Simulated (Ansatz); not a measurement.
C₂H₇OS (SMILES CS(C)=[OH+]), charge +1, singlet, geometry from GFN2-xTB; BLYP/STO-3G run with Ansatz (a quantum-chemistry and plane-wave program).

Input for Ansatz:
Ansatz 0.2 input:
```yaml
crystal:
  periodic: [false, false, false]
  atoms:
    - {symbol: C, position_ang: [1.40171610, -0.75481551, -0.13144872]}
    - {symbol: S, position_ang: [-0.02631153, 0.13107076, 0.51316754]}
    - {symbol: C, position_ang: [-1.33721783, -0.83710786, -0.25086280]}
    - {symbol: O, position_ang: [-0.02031928, 1.38387242, -0.48762225]}
    - {symbol: H, position_ang: [2.30606292, -0.23659248, 0.17712055]}
    - {symbol: H, position_ang: [1.41064987, -1.75703652, 0.28732886]}
    - {symbol: H, position_ang: [1.35483657, -0.79600116, -1.21589801]}
    - {symbol: H, position_ang: [-1.19383558, -0.87257702, -1.32701691]}
    - {symbol: H, position_ang: [-2.29439263, -0.37481498, -0.02345354]}
    - {symbol: H, position_ang: [-1.32246003, -1.83915389, 0.16816870]}
    - {symbol: H, position_ang: [-0.06431200, 2.25960481, -0.08208314]}
basis:
  gaussian:
    orbitals: STO-3G
hamiltonian:
  xc: blyp
total_charge: 1
```

Problem. What does Ansatz print? Leave out banner, timings and long lists.

Solution. 
```
Functional definition: BLYP
410 factors; integrals over basis functions are off by at most 2.5e-5 eV
mean field evaluation 1: about -14882.1592 eV, gradient 3.5e1 eV
mean field evaluation 2: about -14870.2413 eV, gradient 7.1e1 eV
mean field evaluation 4: about -14886.0330 eV, gradient 4.1e0 eV
mean field evaluation 8: about -14886.0008 eV, gradient 7.0e-2 eV
mean field evaluation 16: about -14886.0008 eV, gradient 4.7e-6 eV
mean field -14886.00078735 eV, -547.0504388415 hartree, gradient 4.7e-6 eV, S^2 0.000000; 0 other end points of the search recorded, 0 dependent functions left out
reference -14886.00106116 eV, -547.0504489038 hartree; 21, 21 occupied and 10, 10 virtual orbitals, 410 factors
Total energy: -14886.00106116 eV, -547.0504489038 hartree
```
